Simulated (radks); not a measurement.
Results of a calculation; reference values are marked as such.
Coulomb parameter of the 3d shell of the manganese ion Mn3+ in the model configuration [Ar] 3d3 4s1, as a second difference U = [E(n + 1) + E(n - 1) - 2 E(n)] / (1)^2 with all orbitals relaxed. "Bare": the charge of the atom changes with n. "Screened": the 4s shell takes up the change at fixed total charge, which measures U(3d,3d) + U(4s,4s) - 2 U(3d,4s). Level of theory: scalar-relativistic Kohn-Sham, PBE, spin-unpolarised, spherical densities, point nucleus (a radial shooting solver on a logarithmic mesh with Libxc functionals).

\begin{tabular}{lrr}
case & configuration & E - E(n) (eV) \\ \hline
start & [Ar] 3d3 4s1 & 0.000 \\
bare +1 & [Ar] 3d4 4s1 & -39.070 \\
bare -1 & [Ar] 3d2 4s1 & 58.487 \\
screened +1 & [Ar] 3d4 & -13.237 \\
screened -1 & [Ar] 3d2 4s2 & 18.129 \\
\end{tabular}

U(bare) = 19.417 eV, U(screened by 4s) = 4.892 eV, against the Slater integral F0(3d,3d) = 25.312 eV with frozen orbitals.
